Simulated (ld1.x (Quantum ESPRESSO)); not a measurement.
**Transferability test, TM semilocal potential for iron (Fe)**

- Element: iron (Fe)
- Generator: ld1.x (Quantum ESPRESSO) 7.5
- Type: norm-conserving Troullier–Martins (semilocal form)
- Functional: PBE
- Relativity: non-relativistic
- Frozen core: [Ne]
- Valence charge: 16
- Reference configuration: 3s2 3p6 3d6 4s2 4p0
- Partial waves: 3s (bound): rc 0.75 bohr; 3d (bound): rc 0.80 bohr; 3p (bound): rc 0.75 bohr
- Local potential: the p channel
- Core correction: none

Occupied shells without a wave of their own: 4s. They enter only through the test configuration that unscreens the potential.

Energies are relative to the spin-unpolarised reference configuration 3s2 3p6 3d6 4s2 4p0; without spin polarisation the order of configurations can differ from experiment.

Problem. Give the all-electron excitation energy and the error of the potential for: 3s2 3p6 3d6 4s1 4p0; 3s2 3p6 3d6 4s0 4p0; 3s2 3p6 3d5 4s0 4p0; 3s2 3p6 3d6 4s0 4p1; 3s2 3p6 3d6 4s0 4p2; 3s2 3p5 3d6 4s2 4p0; 3s2 3p6 3d6.5 4s1.5 4p0.

Solution.

| valence configuration | charge | ΔE all-electron (eV) | error AE − PS (meV) |
| --- | --- | --- | --- |
| 3s2 3p6 3d6 4s1 4p0 | +1 | 8.600 | -56 |
| 3s2 3p6 3d6 4s0 4p0 | +2 | 24.593 | -143 |
| 3s2 3p6 3d5 4s0 4p0 | +3 | 59.031 | -220 |
| 3s2 3p6 3d6 4s0 4p1 | +1 | 13.493 | -105 |
| 3s2 3p6 3d6 4s0 4p2 | 0 | 8.187 | -82 |
| 3s2 3p5 3d6 4s2 4p0 | +1 | 67.309 | +27 |
| 3s2 3p6 3d6.5 4s1.5 4p0 | 0 | -0.891 | -17 |

Levels in the configuration 3s2 3p6 3d6.5 4s1.5 4p0:

```tsv
level	all-electron (eV)	pseudo (eV)
3s	-89.404	-89.413
3p	-57.165	-57.172
3d	-5.672	-5.685
4s	-4.635	-4.675
```

The 4s level has no wave, so the channel is fitted at the deeper level alone: the likely source of the large errors.
